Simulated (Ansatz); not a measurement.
Calculated with Ansatz (gas phase, PBE0-D4/def2-TZVP geometries, no zero-point term in ΔE). CCSD(T)/CBS adds triple-zeta CCSD(T) − MP2 to the extrapolated MP2 energy (def2 sets, frozen cores). This one scheme is used for every species, atoms too. DFT in def2-TZVPP. No spin–orbit coupling; open shells (•) take unrestricted orbitals. Spin–orbit coupling would lower the free atoms: a little for C; clearly for Ga. For Ga outer-core shells are correlated without core-valence functions, so the limit isn't a true one: a few kJ/mol of doubt a bond, and 10 to 20 or more in all where bonds break to atoms. Scalar relativity is left out up to krypton. Each species was taken in one conformer, which may not be the lowest.

Reaction (atomization): `N=[CH][GaH][NH2]` → C• + Ga• + 5 H• + 2 N•

```csv
level,ΔE (kJ/mol),difference from CCSD(T)/CBS
LDA (SPW92),3481.9,471.6
PBE0-D4,2996.7,-13.6
r2SCAN0-D4,2921.9,-88.4
PBE-QIDH,2962.1,-48.2
r2SCAN,2985.7,-24.6
r2SCAN0,2917.3,-93.0
BHLYP,2866.6,-143.7
LC-ωPBE,2998.2,-12.1
HF/def2-SVP,1985.4,-1024.9
CCSD(T)/def2-SVP,2797.2,-213.1
HF/def2-TZVPP,1975.1,-1035.2
MP2/def2-TZVPP,2960.8,-49.5
CCSD(T)/def2-TZVPP,2919.7,-90.6
MP2/def2-QZVPP,3014.9,4.6
CCSD/def2-QZVPP,2913.1,-97.2
CCSD(T)/def2-QZVPP,2975.7,-34.6
CCSD(T)/CBS,3010.3,0
```

Largest T1 diagnostic among the species: 0.014.

From PBE to PBE0 (25 % exact exchange), in def2-TZVPP and without D4, ΔE moves by −82.8 kJ/mol: exact exchange takes away binding that semilocal exchange gives to molecules. In def2-TZVPP, CCSD(T) changes the Hartree–Fock value by +944.7 kJ/mol (the triples alone add +58.0 kJ/mol) and MP2 by +985.7 kJ/mol; breaking electron pairs costs correlation energy, which Hartree–Fock lacks. At CCSD(T), def2-SVP lies −213.1 kJ/mol from the extrapolated value and def2-TZVPP −90.6 kJ/mol: correlation converges slowly with the basis, and small sets miss more of it in the bonded molecule than in its fragments.

For atomizations the MP2-based limit and the directly extrapolated one differ by several kJ/mol either way, and by 10 to 25 for some Ge, Se and Sn compounds, so smaller differences from it don't rank the levels.
